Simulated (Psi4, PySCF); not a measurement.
methyl ethyl ether (C₃H₈O), singlet, geometry from GFN2-xTB, atoms displaced at random by about 0.03 Å a coordinate. Base run: PySCF with HF/STO-3G, gradient.

Input for PySCF:
```python
from pyscf import gto, scf

mol = gto.Mole()
mol.atom = '''
    O    -0.00151138   -0.72714183   -0.05936412
    C    -0.04829129    0.67346845    0.01480933
    C     1.26860893   -1.29105142   -0.01866053
    C    -1.43447860    1.19791465    0.04400191
    H     0.53034781    1.12546773    0.93146097
    H     0.57674215    1.07240221   -0.85675570
    H     1.22463278   -2.33369985    0.01992163
    H     1.92380815   -0.91619514   -0.90029855
    H     1.89645022   -0.92727782    0.91894875
    H    -1.92547145    0.81837206   -0.91053560
    H    -2.00365994    0.79505885    0.85385174
    H    -1.48105478    2.23914930    0.05531345
'''
mol.basis = 'sto-3g'
mol.verbose = 4
mol.build()

mf = scf.RHF(mol)
mf.kernel()
g = mf.nuc_grad_method()
grad = g.kernel()
```

Programs used: Psi4, PySCF; a row that names a program was run with it.

The coordinate followed is y of atom 3.

The base run was repeated with changes; each row names its change, and settings that it needs were set with it.

```tsv
change	dE/dx (Eh/bohr)	net force (Eh/bohr)
base	-0.101351	0.000000
finite difference step (bohr) = 1e-3; conv_tol = 1e-11	-0.101352	-
density fitting = on	-0.101350	0.000000
finite difference step (bohr) = 1e-5; conv_tol = 1e-11	-0.101352	-
code = psi4	-0.101349	0.000000
conv_tol = 1e-4	-0.101351	0.000000
conv_tol = 1e-11	-0.101352	0.000000
finite difference step (bohr) = 0.05; conv_tol = 1e-11	-0.102040	-
density fitting = on; auxbasis_response = off	-0.101662	0.001686
finite difference step (bohr) = 0.2; conv_tol = 1e-11	[?]	-
finite difference step (bohr) = 0.01; conv_tol = 1e-11	-0.101379	-
finite difference step (bohr) = 1e-4; conv_tol = 1e-11	-0.101352	-
```

Problem. Some entries are withheld; supply them.

Solution. 
- finite difference step (bohr) = 0.2; conv_tol = 1e-11, dE/dx (Eh/bohr): -0.112508

The net force is zero for an exact gradient.
